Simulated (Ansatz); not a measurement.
Compare A (`C1[SiH2][GeH2][S]1`) with its isomer B (`[SiH3][GeH]1[CH2][S]1`).

Calculated with Ansatz (gas phase, PBE0-D4/def2-TZVP geometries, no zero-point term in ΔE). CCSD(T)/CBS is the MP2 limit (def2-TZVPP, def2-QZVPP) plus CCSD(T) − MP2 in def2-TZVPP, frozen cores. Functionals use def2-TZVPP. B3LYP here is the variant with VWN-RPA as its local correlation; programs differ in this. For Ge outer-core shells are correlated without core-valence functions, which leaves a few kJ/mol of doubt a bond. Scalar relativity is left out up to krypton.

**Question.** Which is lower in electronic energy at CCSD(T)/CBS, and by how much? (Best estimate.)

**Answer.** The calculation gave: A, by 46.9 kJ/mol.

**Question.** Give E(B) − E(A) in kJ/mol with CCSD/def2-TZVPP, B3LYP, HF/def2-TZVPP, CCSD(T)/def2-TZVPP, PBE-D4, B2PLYP, B3LYP-D4. (Estimate.)

**Answer.** Computed: CCSD/def2-TZVPP 49.3, B3LYP 46.6, HF/def2-TZVPP 55.5, CCSD(T)/def2-TZVPP 47.4, PBE-D4 49.5, B2PLYP 46.9, B3LYP-D4 51.2. None reverses the order clearly.

Largest T1 diagnostic: 0.013.

From PBE to PBE0 (25 % exact exchange), in def2-TZVPP and without D4, E(B) − E(A) moves by +5.7 kJ/mol. The D4 term adds +4.5 kJ/mol with B3LYP and +2.1 kJ/mol with PBE0; it sums over pairs of atoms, weighted by their polarisabilities, and B3LYP, whose exchange is more repulsive, gets the larger term.
